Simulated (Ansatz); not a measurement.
Task: Name a neutral molecule of C, O, Si and H with HOMO–LUMO gap (ωB97M-V/def2-TZVPP) between 11.30 and 11.60 eV and LUMO energy (PBE/def2-TZVPP) between -1.95 and -1.65 eV (Ansatz, PBE0-D4/def2-TZVP geometry).

Result: `C=C([SiH3])[SiH2]O` (11.49 eV, -1.88 eV); `O=CO[SiH2][SiH3]` (11.60 eV, -1.65 eV). Other molecules can fit too; these were computed, each in one conformer that needn't be the lowest.
